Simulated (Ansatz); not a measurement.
Mulliken charges of `C[S][Al]([F])[Cl]` from ωB97M-V/def2-TZVPP in Ansatz (PBE0-D4/def2-TZVP geometry).

```tsv
atom	x (Å)	y (Å)	z (Å)	charge (e)
C1	0.035	1.398	0.280	-0.315
S2	-0.499	0.366	-1.131	-0.163
Al3	-0.046	-1.600	-0.404	0.591
F4	0.611	-1.779	1.092	-0.332
Cl5	-0.419	-3.290	-1.550	-0.202
H6	0.428	0.798	1.098	0.136
H7	0.807	2.082	-0.070	0.142
H8	-0.825	1.968	0.630	0.142
```

Q: By hand: the dipole of these point charges (1 e Å = 4.8032 D).

A: Σ q r = (-0.019, 0.493, 0.037) e Å, of length 0.495 e Å = 2.38 D.

Q: How does the dipole of the full density compare? (Best estimate.)

A: The calculation gave: (0.034, 0.365, 0.140) e Å, 1.88 D; the point charges give 1.27 times that, at 18° from its direction.

Point charges leave out the atoms' own dipoles, such as those of lone pairs, and Mulliken's split depends on the basis, so the two needn't agree.
